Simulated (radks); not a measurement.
Excited configurations of Cr10+: one electron is placed in a higher orbital outside [Ne] 3s2 3p1. The ground configuration is [Ne] 3s2 3p2. Method: non-relativistic Kohn-Sham, TPSS, spin-polarised, spherical densities, point nucleus; open shells are filled with parallel spins first; meta-GGA in the generalised Kohn-Sham scheme; computed with a radial shooting solver on a logarithmic mesh with Libxc functionals. Excitation = E - E(ground); binding = E(ion) - E, where the ion is the core of charge +11; n* = 11/sqrt(2 binding) in atomic units, and the quantum defect is n - n*.

outer orbital,excitation (eV),binding (eV),n*,eigenvalue (eV),<r> (bohr)
3d,45.696,223.96,2.711,-209.64,0.7625
4f,161.97,107.68,3.910,-100.92,1.514
5p,188.55,81.108,4.505,-77.784,2.717
5d,195.89,73.761,4.724,-70.483,2.804
5f,200.18,69.475,4.868,-66.098,2.706
6f,221.47,48.182,5.845,-46.115,4.153
7d,232.85,36.801,6.688,-35.411,5.891
7f,234.30,35.358,6.824,-33.944,5.865

The Delta-SCF ionisation energy is 269.65 eV (NIST Atomic Spectra Database: 270.8 eV, semi-empirical). Self-interaction in the functional shifts the binding energies and quantum defects, so they are the method's values and not measured ones. Open shells are spherical and high-spin; term and fine-structure splittings are not resolved.
